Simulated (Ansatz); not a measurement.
Geometry optimisation, RHF/def2-SVP (Ansatz).

Input file:

```yaml
crystal:
  periodic: [false, false, false]
  atoms:
    - { symbol: W, position_ang: [-0.237232, 0.342084, -0.791] }
    - { symbol: O, position_ang: [0.990677, -0.033872, 2.072162] }
    - { symbol: H, position_ang: [0.387285, 0.064339, 2.79415] }
    - { symbol: H, position_ang: [0.77278, -0.886068, 1.667213] }
    - { symbol: F, position_ang: [0.112163, 1.955759, 0.026666] }
    - { symbol: H, position_ang: [-1.164881, -0.552578, 0.287084] }
    - { symbol: H, position_ang: [1.032158, -0.729657, -0.561764] }
    - { symbol: F, position_ang: [-0.86415, -0.311406, -2.387312] }
basis:
  gaussian: { orbitals: def2-SVP }
hamiltonian:
  xc: hf
relax:
  f_tol: 0.03
  max_steps: 50
```

Command:

```bash
$ ansatz run input.yaml --threads 1 --pin off --max-ram 2048MiB --backend cpu --events-out ev --progress --plain --runs-dir out
```

Q: Where does it end, and by what steps?

A: The forces met the threshold. After 25 steps the energy has fallen by 0.339 eV; H3 moved furthest, 0.94 Å. Joined: W1–O2 (3.14 → 2.27 Å).

| step | energy less start (eV) | largest force component (eV/Å) | accepted |
| --- | --- | --- | --- |
| 0 | 0.0000 | 1.092 | yes |
| 1 | -0.0170 | 1.811 | yes |
| 2 | -0.0269 | 1.902 | yes |
| 3 | -0.0404 | 1.327 | yes |
| 4 | 0.0264 | 2.703 | no |
| 5 | -0.0643 | 0.597 | yes |
| 6 | -0.0767 | 0.287 | yes |
| 7 | -0.0760 | 0.989 | no |
| 8 | -0.0833 | 0.563 | yes |
| 9 | -0.0940 | 0.639 | yes |
| 10 | -0.1105 | 0.867 | yes |
| 11 | -0.1691 | 1.689 | yes |
| 12 | -0.2739 | 1.804 | yes |
| 13 | -0.2955 | 0.807 | yes |
| 14 | -0.3154 | 0.347 | yes |
| 15 | -0.3035 | 0.495 | no |
| 16 | -0.3298 | 0.172 | yes |
| 17 | -0.3301 | 0.207 | yes |
| 18 | -0.3330 | 0.129 | yes |
| 19 | -0.3355 | 0.040 | yes |
| 20 | -0.3099 | 1.251 | no |
| 21 | -0.3374 | 0.082 | yes |
| 22 | -0.3320 | 0.600 | no |
| 23 | -0.3386 | 0.058 | yes |
| 24 | -0.3384 | 0.124 | no |
| 25 | -0.3389 | 0.029 | yes |

```xyz
8
Properties=species:S:1:pos:R:3
W -0.205 0.226 -0.475
O 0.529 -0.084 1.654
H 0.813 0.646 2.190
H 0.820 -0.913 2.007
F -0.019 1.888 0.447
H -1.205 -0.995 0.098
H 0.876 -1.066 -0.543
F -0.581 0.147 -2.270
```

Whether the end is a true minimum wasn't checked by a vibrational analysis.

Time of the run: 66 s on 1 thread of Arm Neoverse V2 (shared host), peak memory 0.18 GiB.
